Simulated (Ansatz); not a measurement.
A geometry relaxed with B3LYP-D3(BJ)/def2-SVP (Ansatz, a quantum-chemistry and plane-wave program), charge 0, multiplicity 1:

```xyz
9

C     -1.4285    -0.2866    -0.1548
H     -2.1012    -1.1469    -0.2770
Br     2.9505    -1.3199     0.1902
H     -1.5406     0.3834    -1.0237
Si     1.2629     0.0992     0.1264
Br     1.5043     1.5172    -1.5741
O     -0.1017    -0.7827    -0.0627
H     -1.7096     0.2625     0.7594
Br     1.1639     1.2737     2.0163
```

Q: Write the SMILES of this molecule.

A: `CO[Si](Br)(Br)Br`
